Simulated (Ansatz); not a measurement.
Relaxation of C3H4IN (9 atoms, charge 0, multiplicity 1), to a largest force component of 0.02 eV/Å in at most 50 steps.

Method: RKS PBE0-D4/def2-SVP in Ansatz.

```xyz
9
Properties=species:S:1:pos:R:3:forces:R:3
C 0.476 1.696 -0.508 0.30 1.75 1.77
C 0.043 0.507 -0.351 1.99 -0.61 -1.10
C -0.356 -0.720 -0.187 1.57 -1.86 2.19
N 0.281 -1.444 0.846 -1.70 -0.92 0.34
I -1.695 -1.570 -1.406 -1.01 -1.08 -1.04
H -0.811 1.177 -0.455 -2.35 2.32 -0.57
H 1.501 1.979 -0.669 0.71 0.57 -1.26
H -0.375 -2.193 1.120 0.66 0.18 0.41
H 0.512 -0.863 1.674 -0.16 -0.35 -0.74
```

Q: Where does it end, and by what steps?

A: The run converged. After 16 steps the energy has fallen by 4.466 eV; H6 moved furthest, 1.34 Å. Parted: C2–H6 (1.09 → 2.11 Å).

```csv
step,energy less start (eV),largest force component (eV/Å),accepted
0,0.0000,2.345,yes
1,-0.7835,1.539,yes
2,-1.0881,1.940,yes
3,-1.3444,2.025,yes
4,-1.9160,2.387,yes
5,-2.5415,3.228,yes
6,-3.4574,2.931,yes
7,-4.0895,2.438,yes
8,-4.3183,0.369,yes
9,-4.4282,0.392,yes
10,-4.4365,0.486,yes
11,-4.4609,0.226,yes
12,-4.4615,0.220,yes
13,-4.4641,0.091,yes
14,-4.4660,0.057,yes
15,-4.4663,0.031,yes
16,-4.4664,0.012,yes
```

```xyz
9
Properties=species:S:1:pos:R:3
C 0.245 1.655 -0.558
C -0.034 0.396 -0.321
C -0.274 -0.871 -0.098
N 0.159 -1.667 0.951
I -1.334 -1.956 -1.593
H -0.455 2.459 -0.298
H 1.188 1.956 -1.032
H -0.565 -2.262 1.343
H 0.645 -1.141 1.671
```

Whether the end is a true minimum wasn't checked by a vibrational analysis.

Run time: 51 s on 2 threads of Intel(R) Xeon(R) Platinum 8488C (Sapphire Rapids) (shared host), peak memory 0.26 GiB.
